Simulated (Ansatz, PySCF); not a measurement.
CH10N2Si2, SMILES C(N)[SiH2]N[SiH3]. Atoms are numbered in the order given.

```xyz
15

N     -2.3459    -0.7573     0.6964
C     -1.9568     0.6595     0.7266
Si    -0.4813     0.8860    -0.4444
N      0.6080    -0.4046    -0.0250
Si     2.3030    -0.6384    -0.3159
H     -3.0231    -0.9715     1.4286
H     -2.8024    -0.9834    -0.1881
H     -2.7737     1.3800     0.5096
H     -1.5914     0.8991     1.7402
H     -0.9821     0.8125    -1.8569
H      0.1782     2.2132    -0.2731
H      0.0742    -1.1866     0.3638
H      2.9860    -1.1771     0.8994
H      2.5984    -1.5866    -1.4364
H      2.8859     0.6889    -0.6667
```

Geometry: B3LYP-D3(BJ)/def2-SVP. The structure was generated by enumeration, and PubChem lists no compound with its InChIKey, so it may never have been made. The values are those of a single conformer.

Two levels are set side by side: PBE-D3(BJ)/def2-SVP (Ansatz, a quantum-chemistry and plane-wave program) and B3LYP-D3(BJ)/def2-SVP (Ansatz). Each level has its own optimised geometry; the coordinates shown are those of the second. Frequencies come from the Hessian of PySCF at each geometry. Differences are taken from unrounded values.

```json
[
 {"quantity": "mean bond length (Å)", "B3LYP-D3(BJ)": "1.400", "PBE-D3(BJ)": "1.410", "PBE-D3(BJ) minus B3LYP-D3(BJ)": "0.010"},
 {"quantity": "bond N1–C2 (Å)", "B3LYP-D3(BJ)": "1.470", "PBE-D3(BJ)": "1.471", "PBE-D3(BJ) minus B3LYP-D3(BJ)": "0.002"},
 {"quantity": "bond C2–Si3 (Å)", "B3LYP-D3(BJ)": "1.897", "PBE-D3(BJ)": "1.909", "PBE-D3(BJ) minus B3LYP-D3(BJ)": "0.012"},
 {"quantity": "bond Si3–N4 (Å)", "B3LYP-D3(BJ)": "1.740", "PBE-D3(BJ)": "1.748", "PBE-D3(BJ) minus B3LYP-D3(BJ)": "0.008"},
 {"quantity": "bond N4–Si5 (Å)", "B3LYP-D3(BJ)": "1.736", "PBE-D3(BJ)": "1.743", "PBE-D3(BJ) minus B3LYP-D3(BJ)": "0.007"},
 {"quantity": "bond N1–H6 (Å)", "B3LYP-D3(BJ)": "1.020", "PBE-D3(BJ)": "1.028", "PBE-D3(BJ) minus B3LYP-D3(BJ)": "0.008"},
 {"quantity": "bond N1–H7 (Å)", "B3LYP-D3(BJ)": "1.021", "PBE-D3(BJ)": "1.028", "PBE-D3(BJ) minus B3LYP-D3(BJ)": "0.008"},
 {"quantity": "bond C2–H8 (Å)", "B3LYP-D3(BJ)": "1.111", "PBE-D3(BJ)": "1.119", "PBE-D3(BJ) minus B3LYP-D3(BJ)": "0.008"},
 {"quantity": "bond C2–H9 (Å)", "B3LYP-D3(BJ)": "1.104", "PBE-D3(BJ)": "1.111", "PBE-D3(BJ) minus B3LYP-D3(BJ)": "0.008"},
 {"quantity": "bond Si3–H10 (Å)", "B3LYP-D3(BJ)": "1.500", "PBE-D3(BJ)": "1.515", "PBE-D3(BJ) minus B3LYP-D3(BJ)": "0.014"},
 {"quantity": "bond Si3–H11 (Å)", "B3LYP-D3(BJ)": "1.492", "PBE-D3(BJ)": "1.506", "PBE-D3(BJ) minus B3LYP-D3(BJ)": "0.014"},
 {"quantity": "bond N4–H12 (Å)", "B3LYP-D3(BJ)": "1.024", "PBE-D3(BJ)": "1.034", "PBE-D3(BJ) minus B3LYP-D3(BJ)": "0.011"},
 {"quantity": "bond Si5–H13 (Å)", "B3LYP-D3(BJ)": "1.494", "PBE-D3(BJ)": "1.508", "PBE-D3(BJ) minus B3LYP-D3(BJ)": "0.013"},
 {"quantity": "bond Si5–H14 (Å)", "B3LYP-D3(BJ)": "1.497", "PBE-D3(BJ)": "1.512", "PBE-D3(BJ) minus B3LYP-D3(BJ)": "0.014"},
 {"quantity": "bond Si5–H15 (Å)", "B3LYP-D3(BJ)": "1.491", "PBE-D3(BJ)": "1.505", "PBE-D3(BJ) minus B3LYP-D3(BJ)": "0.013"},
 {"quantity": "highest harmonic wavenumber (cm⁻¹)", "B3LYP-D3(BJ)": "3558", "PBE-D3(BJ)": "3482", "PBE-D3(BJ) minus B3LYP-D3(BJ)": "-76"},
 {"quantity": "mean harmonic wavenumber (cm⁻¹)", "B3LYP-D3(BJ)": "1277", "PBE-D3(BJ)": "1241", "PBE-D3(BJ) minus B3LYP-D3(BJ)": "-37"},
 {"quantity": "zero-point energy (kcal/mol)", "B3LYP-D3(BJ)": "71.22", "PBE-D3(BJ)": "69.18", "PBE-D3(BJ) minus B3LYP-D3(BJ)": "-2.04"}
]
```

GGA bonds tend to be longer and softer than those of functionals with exact exchange. Differences between two approximate levels are no errors against the true value.
